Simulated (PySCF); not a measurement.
**Partial charges of `COc1ccoc1`**

Compound: C5H6O2.
SMILES with atom numbers: `[CH3:1][O:2][c:3]1[cH:4][cH:5][o:6][cH:7]1` (hydrogens: H8, H9, H10 on C1; H11 on C4; H12 on C5; H13 on C7)

Geometry (GFN2-xTB, Å), atoms numbered from 1 in this order:
```xyz
13
C5H6O2 angstrom
C     -2.2015   -0.0083   -0.0011
O     -1.1135    0.8250   -0.3204
C      0.1146    0.2888   -0.1195
C      1.3292    0.9985   -0.3392
C      2.3234    0.1271   -0.0255
O      1.8254   -1.0520    0.3676
C      0.4767   -0.9567    0.3109
H     -2.2053   -0.9119   -0.6193
H     -2.1794   -0.2983    1.0545
H     -3.0983    0.5749   -0.2015
H      1.4177    2.0073   -0.6819
H      3.3902    0.2290   -0.0391
H     -0.0834   -1.8230    0.5969
```

Density: PBE0/pcSseg-1 (PySCF); schemes: Mulliken, IAO, Hirshfeld and ESP-fitted. Geometry: GFN2-xTB, one conformer, isolated molecule.

Question: Give the atomic charges in each scheme.

Answer: In e; atoms taken as equivalent share a row and are averaged (×n: the atom named and its like, n in all):

```tsv
atom	environment	Mulliken	IAO	Hirshfeld	ESP-fitted
C1	methoxy carbon	-0.037	-0.205	-0.032	-0.089
O2	aryl ether oxygen	-0.474	-0.325	-0.115	-0.306
C3	aromatic carbon bearing oxygen	+0.132	+0.144	+0.035	+0.384
C4	aromatic CH carbon	-0.185	-0.248	-0.103	-0.505
C5	aromatic CH next to a ring oxygen	+0.183	+0.013	+0.008	+0.057
O6	furan-type oxygen	-0.363	-0.230	-0.070	-0.162
C7	aromatic CH next to a ring oxygen	+0.101	-0.096	-0.040	-0.228
H8/H9/H10	methyl hydrogen	+0.115	+0.144	+0.047	+0.088
H11	aromatic hydrogen	+0.094	+0.174	+0.059	+0.244
H12	aromatic hydrogen	+0.106	+0.173	+0.064	+0.154
H13	aromatic hydrogen	+0.100	+0.168	+0.052	+0.187
```

Mean size of the charges over all atoms: ESP-fitted 0.198 e, IAO 0.170 e, Mulliken 0.163 e, Hirshfeld 0.055 e. Each set sums to the total charge, 0, to within 0.001 e. The ESP scheme is a least-squares fit of atom-centred charges to the potential on four shells outside the van der Waals surface, with the total charge fixed. The Mulliken scheme counts on each atom the diagonal of the density matrix times the overlap matrix over that atom's basis functions.

Some averages cover members that differ in this geometry: H8/H9/H10, ESP-fitted +0.071 to +0.122; H8/H9/H10, IAO +0.133 to +0.165 e.

Lowest charge. The schemes don't all agree: Mulliken O2 (-0.474); IAO O2 (-0.325); Hirshfeld O2 (-0.115); ESP-fitted C4 (-0.505).

Highest charge. The schemes don't all agree: Mulliken C5 (+0.183); IAO H11 (+0.174); Hirshfeld H12 (+0.064); ESP-fitted C3 (+0.384).

Question: How many electrons does the Hirshfeld scheme count on C4?

Answer: Z − q = 6 − (-0.103) = 6.103.

Question: How closely do the schemes follow one another over all atoms?

Answer: Correlation coefficient and root-mean-square difference: IAO with Hirshfeld 0.98, 0.125 e; Hirshfeld with ESP-fitted 0.90, 0.183 e; IAO with ESP-fitted 0.88, 0.116 e; Mulliken with Hirshfeld 0.84, 0.152 e; Mulliken with IAO 0.84, 0.110 e; Mulliken with ESP-fitted 0.69, 0.175 e.

Question: Sum the charges by element.

Answer: 
| element | atoms | Mulliken | IAO | Hirshfeld | ESP-fitted |
| --- | --- | --- | --- | --- | --- |
| C | 5 | +0.194 | -0.392 | -0.132 | -0.382 |
| O | 2 | -0.837 | -0.554 | -0.185 | -0.468 |
| H | 6 | +0.643 | +0.946 | +0.317 | +0.850 |
